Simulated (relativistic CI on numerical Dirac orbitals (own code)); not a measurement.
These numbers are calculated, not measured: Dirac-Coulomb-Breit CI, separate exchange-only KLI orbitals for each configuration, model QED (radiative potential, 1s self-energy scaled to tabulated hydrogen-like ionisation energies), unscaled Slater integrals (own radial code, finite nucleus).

Configurations in the expansion (outside the closed core [Ar] 3d10): 4s2 4p6 4d4, 4s2 4p5 4d5, 4s2 4p6 4d3 4f, 4s 4p6 4d5, 4s2 4p6 4d3 5s, 4s2 4p5 4d4 4f, 4s2 4p6 4d3 5p, 4s 4p6 4d4 4f, 4s2 4p6 4d2 4f 5s, 4s2 4p6 4d3 5d, 4s2 4p6 4d2 5s 5p, 4s2 4p5 4d4 5s, 4s2 4p6 4d3 5f, 4s2 4p6 4d3 6s, 4s2 4p6 4d3 6p, 4s2 4p5 4d4 5d, 4s2 4p6 4d3 6f, 4s2 4p6 4d3 7s, 4s2 4p6 4d3 7p, 4s 4p6 4d4 5p, 4p6 4d6, 4p5 4d7, 4p5 4d6 4f, 4s2 4p6 4d2 5s2, 4s2 4p6 4d 4f 5s2, 4s2 4p5 4d2 4f 5s2, 4s2 4p6 4d 5s2 5p. Double excitations out of closed p, d and f shells are left out; levels of such configurations are missing from the list, as are those of other unlisted configurations, and high levels can miss mixing partners. These lack a partner that the ground configuration has and come out too high: 4s2 4p5 4d4 5s, 4s2 4p5 4d4 5d.

At this charge energies of transitions that change n are usually good to better than 1 %, and those within a shell (Δn = 0) to a few per cent. Terms inside the open d or f shell come out 10 to 20 % too wide with unscaled integrals. Levels and lines within the n = 5 or 6 shells can be off by up to 10 % or somewhat more, and those that change n by about 2 %, since core polarisation is missing.

Outline of the computed level scheme of Cs XVI. Lowest level of each configuration: 4s2 4p6 4d4 5D_0 at 0.0000 eV; 4s2 4p5 4d5 7P°_4 at 83.8296 eV.

Some strong electric-dipole decays among the lowest 45 levels: 4s2 4p5 4d5 5G°_2 → 4s2 4p6 4d4 5D_1 (3.0e+09 s⁻¹); 4s2 4p5 4d5 5D°_3 → 4s2 4p6 4d4 5D_2 (2.8e+09 s⁻¹); 4s2 4p5 4d5 5G°_4 → 4s2 4p6 4d4 5D_3 (1.3e+09 s⁻¹); 4s2 4p5 4d5 7P°_3 → 4s2 4p6 4d4 5D_4 (1.0e+09 s⁻¹); 4s2 4p5 4d5 5P°_2 → 4s2 4p6 4d4 5D_2 (6.3e+08 s⁻¹); 4s2 4p5 4d5 5P°_2 → 4s2 4p6 4d4 5D_3 (4.3e+08 s⁻¹); 4s2 4p5 4d5 7P°_3 → 4s2 4p6 4d4 5D_3 (3.3e+08 s⁻¹).

LS names give the leading component of a level, which can be under half, so a name can repeat, a term be missing and a line seem to break the LS rules.
